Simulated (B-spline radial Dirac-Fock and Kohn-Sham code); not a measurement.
Z = 73 (tantalum), transition energy 540 keV. Method: a Dirac-Hartree-Slater potential of the neutral atom with a Latter tail (no hole, which puts coefficients of high multipoles low close above an edge), finite nucleus with surface currents. Computed with a radial B-spline solver. Subshells that would emit electrons below 1 keV are left out.

Problem. A pure transition shows α(K) = 0.250, L1/L2 = 5.87 and L1/L3 = 8.86. What is its multipolarity?
A. M2
B. E2
C. E3
D. M1
E. M4
F. M3
G. E1
H. E4

Solution. F. For comparison, α(K), L1/L2, L1/L3 are E1 0.00489, 10.9, 12.4; E2 0.0130, 2.13, 4.74; E3 0.0321, 0.814, 2.65; E4 0.0773, 0.466, 1.80; M1 0.0358, 12.7, 112; M2 0.104, 8.46, 32.6; M4 0.587, 4.40, 3.83.
